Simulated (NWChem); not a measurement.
System: BSiH₅O₂; SMILES B(O)O[SiH3]

```xyz
9

B     -0.4386     1.1779     0.0006
H     -1.6455     1.0848     0.0026
O      0.0993     2.4165     0.0002
H      1.0640     2.3826    -0.0016
O      0.3718     0.0812    -0.0012
Si     0.0642    -1.5639     0.0004
H     -1.4063    -1.8194     0.0038
H      0.6872    -2.1589     1.2158
H      0.6818    -2.1604    -1.2170
```
Atoms are numbered in this order, from 1.

Level: PBE0/def2-SVP (NWChem), optimised geometry, unscaled harmonic frequencies. 

| frequency (cm⁻¹) | IR intensity (km/mol) |
|---|---|
| 63 | 1.7 |
| 108 | 2.6 |
| 151 | 2.3 |
| 426 | 6.9 |
| 651 | 128.1 |
| 711 | 33.6 |
| 732 | 64.4 |
| 797 | 154.1 |
| 922 | 8.9 |
| 945 | 98.1 |
| 953 | 82.5 |
| 976 | 403.7 |
| 1048 | 4.1 |
| 1138 | 4.6 |
| 1245 | 142.4 |
| 1458 | 759.1 |
| 2246 | 77.6 |
| 2261 | 135.7 |
| 2261 | 95.8 |
| 2624 | 135.4 |
| 3876 | 69.0 |

| Property | Value |
|---|---|
| zero-point energy | 36.6 kcal/mol |
| thermal correction to the enthalpy at 298.15 K (with zero-point energy) | 40.9 kcal/mol |
| heat capacity Cv | 18.9 cal/(mol K) |
| entropy at 298.15 K and 1 atm (symmetry number 1) | 76.6 cal/(mol K) |
| dipole moment | 1.51 D |

Rigid rotor and harmonic oscillator; modes under 100 cm⁻¹ make the entropy uncertain.
